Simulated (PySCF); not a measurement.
Two species compared at the same levels of theory.

First species: C8H11FSi.
InChI=1S/C8H11FSi/c1-2-10-5-7(8(10)9)6-3-4-6/h1,6-8,10H,3-5H2/t7-,8-,10+/m0/s1

Second species: C6H12F2Si.
SMILES: `C[C@@H](F)/C=C\[C@H](F)C[SiH3]`

Levels: PBE0/pcSseg-1 for dipole moment, HOMO energy, LUMO energy and HOMO–LUMO gap; GFN2-xTB for rotational constant A and rotational constant C. Geometries: GFN2-xTB. All species are isolated and taken at one optimised geometry, non-relativistic unless stated; the electronic structure was computed with PySCF and density fitting.

Dipoles, sizes and rotational constants follow the conformer. The torsions of the flexible species, by atom-mapped SMILES:
- `[CH:1]#[C:2][Si@@H:3]1[CH2:4][C@@H:5]([CH:6]2[CH2:7][CH2:8]2)[C@H:9]1[F:10]`: C4–C5–C6–C7 -156°
- `[CH3:1][C@@H:2]([F:3])/[CH:4]=[CH:5]\[C@H:6]([F:7])[CH2:8][SiH3:9]`: C1–C2–C4–C5 179°, C4–C5–C6–F7 -144°, C5–C6–C8–Si9 175°

Values for the first species:

- Dipole moment: 1.88 D
- HOMO energy: -7.54 eV
- LUMO energy: -0.53 eV
- HOMO–LUMO gap: 7.01 eV
- Rotational constant A: 2.729 GHz
- Rotational constant C: 0.546 GHz

Task: Estimate the same properties for the second species, and the change in each.

Result: 
```csv
property,first,second,second less first
dipole moment,1.88 D,2.29 D,+0.41 D
HOMO energy,-7.54 eV,-7.82 eV,-0.28 eV
LUMO energy,-0.53 eV,-0.48 eV,+0.05 eV
HOMO–LUMO gap,7.01 eV,7.34 eV,+0.33 eV
rotational constant A,2.729 GHz,2.377 GHz,-0.352 GHz
rotational constant C,0.546 GHz,0.552 GHz,+0.006 GHz
```

On the first: The dipole matches unit charges of opposite sign 0.39 Å apart (1 e·Å = 4.8032 D).

On the second: The dipole equals about 7.6 × 10⁻³⁰ C·m (1 D = 3.33564 × 10⁻³⁰ C·m). A dipole of 2.29 D is allowed in C1, and pure rotational transitions are dipole-allowed.
